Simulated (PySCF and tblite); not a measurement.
Results of a calculation; reference values are marked as such.
C14H11FOS2, numbered as in [CH3:1][c:2]1[cH:3][cH:4][c:5](-[c:6]2[cH:7][cH:8][c:9](-[c:10]3[cH:11][c:12]([F:13])[c:14]([CH3:15])[s:16]3)[o:17]2)[s:18]1.

Conformers came from 90 starts (ETKDG and KDG, MMFF94s, GFN2-xTB); geometries are GFN2-xTB. Weights use PBE0-D3(BJ)/6-31G* energies plus GFN2-xTB zero-point and thermal terms (modes under about 100 cm⁻¹ blended into free rotors). Symmetry numbers and mirror images are counted. Conformers within 3 kcal/mol (GFN2-xTB free energy) were kept, 9 at most. (PySCF 2.14, tblite 0.8.)

Rotational constants are equilibrium values for the commonest isotopes; dipoles come from the energy level named.

Torsions listed: S18–C5–C6–O17, O17–C9–C10–S16.

| conformer | shape | symmetry |
| --- | --- | --- |
| 1 | 180°, 0° | Cs |
| 2 | 0°, 180° | Cs |
| 3 | 180°, 180° | Cs |
| 4 | 0°, 0° | Cs |

Task: Give the rotational constants and dipole components, as needed to look for these species in a jet-cooled rotational spectrum.

Result: 
| conformer | A (MHz) | B (MHz) | C (MHz) | abs μa (D) | abs μb (D) | abs μc (D) | κ | Ic−Ia−Ib (u Å²) |
| --- | --- | --- | --- | --- | --- | --- | --- | --- |
| 1 | 1187 | 132 | 119 | 1.60 | 0.51 | 0.00 | -0.98 | -6.3 |
| 2 | 916 | 144 | 125 | 1.27 | 1.23 | 0.00 | -0.95 | -6.3 |
| 3 | 1174 | 129 | 116 | 1.18 | 0.45 | 0.00 | -0.98 | -6.0 |
| 4 | 925 | 150 | 129 | 1.83 | 0.32 | 0.00 | -0.95 | -6.2 |

Task: Which type of transition is strongest for conformer 1?

Result: a-type, since that component is clearly the largest; the top is near-prolate.


Conformer gaps in 6-31G* on xTB geometries can be 2 kcal/mol off for S=O, P=O and other polar bonds.